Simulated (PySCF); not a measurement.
A structure optimised at PBE-D3(BJ)/def2-SVP, used in a PySCF frequency run:

```xyz
10

C     -2.2052    -0.8106    -0.2360
C     -1.2842     0.3442     0.0525
C      0.0185     0.2618     0.2557
C      1.3099     0.1662     0.5025
F      2.2631     0.2417    -0.4565
H     -1.6629    -1.7745    -0.2552
H     -2.7114    -0.6692    -1.2148
H     -3.0091    -0.8694     0.5285
H     -1.7555     1.3475     0.0919
H      1.7373     0.0213     1.5104
```

**Question.** Write its SMILES and formula.

**Answer.** CC=C=CF, C4H5F

**Question.** What are its rotational constants (standard atomic weights)?

**Answer.** 20.402, 2.1519, 2.0908 GHz
